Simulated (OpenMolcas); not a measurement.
# d3 ions of charge +4 down a group with 6 fluoride ligands in octahedral coordination

```
Program             : OpenMolcas 26.06
Method              : CASSCF
Spin-orbit coupling : RASSI with atomic mean-field integrals over the reference wave functions
```

The d shell is active. Anionic complexes are neutralised by point charges behind the ligands. Distances were set from a Shannon-type radius of the metal (high-spin where two are listed) plus a fixed donor radius (F 1.31 Å). Ligand basis ANO-RCC-VTZP, DKH2 Hamiltonian. States (labels of O, the rotations of Oh). Energies in cm-1 above the lowest state or level, χT in cm3 K/mol; 10Dq and B are least-squares fits to the states below 45000 cm-1, weighted by degeneracy, with a free offset, and given where the rms deviation is under 5 % of |10Dq| (or 100 cm-1) and under 700 cm-1. Spin-only χT is S(S+1) / 2 for the spin of the ground state.

```json
{"Ion": "Mn4+", "Shell": "3d3", "R (Å)": "1.84", "Metal basis": "ANO-RCC-VTZP", "Outer charge (e at Å behind ligand)": "0.33 at 2.4", "Ground state": "4A2", "First state of that spin": "4T2 19164", "10Dq": "", "B (rms of fit)": "", "First gap with spin-orbit (degeneracies)": "19015 (4, 2)", "χT at 300 K": "1.826", "First state of another spin": "2E 21609", "Spin-only χT": "1.875"}
{"Ion": "Tc4+", "Shell": "4d3", "R (Å)": "1.96", "Metal basis": "ANO-RCC-VTZP", "Outer charge (e at Å behind ligand)": "0.33 at 2.6", "Ground state": "4A2", "First state of that spin": "4T2 28079", "10Dq": "27470", "B (rms of fit)": "789 (214)", "First gap with spin-orbit (degeneracies)": "15401 (4, 4)", "χT at 300 K": "1.760", "First state of another spin": "2E 15485", "Spin-only χT": "1.875"}
```

The rows also differ in their outer charges, so part of each step comes from that.

χT departs most from the spin-only value for Tc4+, by -0.115 cm3 K/mol.

Without dynamic correlation the repulsion within the d shell is too large (B by tens of per cent), so at a given field states of lower spin stand too high. Ligand-to-metal charge-transfer states are missing. With no ligand orbital active B as a rule stays too high, so bands that hang on it stand too high and its fall with covalency is understated. The least metal-like active orbital is 80 % on the metal (Löwdin) and no ligand orbital is active, so the numbers are rough (holds for Mn4+). With metal d orbitals alone and no dynamic correlation the field as a rule comes out too small, by tens of per cent, by up to half for chloride and softer ligands (holds for Mn4+). The least metal-like active orbital is 74 % on the metal (Löwdin) and no ligand orbital is active, so the numbers are rough (holds for Tc4+). With metal d orbitals alone the field can be off either way by tens of per cent (holds for Tc4+). No measured value stands beside these numbers; the geometry was imposed, not optimised, and the real ion may take another.
